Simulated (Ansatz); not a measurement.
Pulling on the Sb1–H2 bond in ClH2Sb (SMILES [Cl][SbH2]) (multiplicity 1 held, fragments rigid). Energies count from the point at 1.719 Å.
Geometry at that point (charge 0, multiplicity 1):
```xyz
4

Sb    -0.33565    -0.34299     0.31866
H     -0.00046    -1.70124    -0.67944
H     -1.71925     0.02483    -0.63200
Cl     1.10811     1.12758    -0.87884
```

R- and RO- levels are restricted; in cc, def2 and unpolarised 6-31G sets they are followed outwards from rest. U- levels take the lowest unrestricted solution at each point, which mixes spins at long bonds. Active spaces are followed from a long bond inwards. Curves can end on different states.

Cores are frozen in the correlated methods. Filled d and f shells under p-block atoms count as core.

Codes used: Ansatz (a program for electronic structure). Each number belongs to the level named beside it. In def2 rows elements past Kr take small-core potentials, without spin–orbit coupling.

Energies in kJ/mol.

```csv
R (Å),U-CCSD/def2-SVP,U-CCSD(T)/def2-SVP,R-CCSDT/def2-SVP,"CASSCF(2,2)/def2-SVP","FIC-NEVPT4(SD) on CASSCF(2,2)/def2-SVP","FIC-MRCISD+Q on CASSCF(2,2)/def2-SVP"
1.375,136,137,137,143,138,136
1.547,26,26,26,29,27,26
1.719,0,0,0,0,0,0
1.890,16,15,15,12,15,15
2.062,51,49,49,43,48,49
2.320,115,110,108,99,107,109
2.578,175,167,161,149,159,162
3.007,237,233,221,206,218,221
3.437,257,257,249,232,246,249
3.953,261,262,261,243,257,260
4.640,262,263,265,246,261,264
5.499,263,264,266,246,262,265
```

Doubts at one or more of the structures used: a spin-contaminated determinant (U-CCSD/def2-SVP, U-CCSD(T)/def2-SVP); T1 above 0.05 (U-CCSD/def2-SVP, U-CCSD(T)/def2-SVP, R-CCSDT/def2-SVP); a restricted determinant that unrestricted orbitals would lower (R-CCSDT/def2-SVP); other coupled-cluster roots lie near (R-CCSDT/def2-SVP).
